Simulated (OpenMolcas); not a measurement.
# d3 ions of charge +3 down a group with 6 ammonia ligands in octahedral coordination

* Program: OpenMolcas
* Method: CASSCF
* Spin-orbit coupling: state interaction with AMFI integrals over the reference wave functions

The d shell is active. Anionic complexes are neutralised by point charges behind the ligands. Distances were set from a Shannon-type radius of the metal (high-spin where two are listed, low-spin for CN, NH3 and NCH) plus a fixed donor radius (NH3 1.42 Å). Ligand basis ANO-RCC-VDZP, DKH2 Hamiltonian. Energies in cm-1 above the lowest state or level, χT in cm3 K/mol. Spin-only χT is S(S+1) / 2 for the spin of the ground state.

```
 Ion  Shell  R (Å)   Metal basis  Ground state  First state of that spin  First gap with spin-orbit (degeneracies)  χT at 300 K  First state of another spin  Spin-only χT
Cr3+    3d3   2.04  ANO-RCC-VDZP      2S+1 = 4                     21678                              19327 (4, 2)        1.849              2S+1 = 2: 19371         1.875
Mo3+    4d3   2.11  ANO-RCC-VTZP      2S+1 = 4                     39392                                0.1 (2, 2)        1.823              2S+1 = 2: 14194         1.875
```

The rows also differ in their metal basis, so part of each step comes from that.

χT departs most from the spin-only value for Mo3+, by -0.052 cm3 K/mol.

Without dynamic correlation the repulsion within the d shell is too large (B by tens of per cent), so at a given field states of lower spin stand too high. Ligand-to-metal charge-transfer states are missing. With no ligand orbital active B as a rule stays too high, so bands that hang on it stand too high and its fall with covalency is understated. With metal d orbitals alone the field can be off either way by tens of per cent. The least metal-like active orbital is 84 % on the metal (Löwdin) and no ligand orbital is active, so the numbers are rough (holds for Cr3+). The least metal-like active orbital is 75 % on the metal (Löwdin) and no ligand orbital is active, so the numbers are rough (holds for Mo3+). No measured value stands beside these numbers; the geometry was imposed, not optimised, and the real ion may take another.

A state without a sure symmetry label is named by its multiplicity alone.
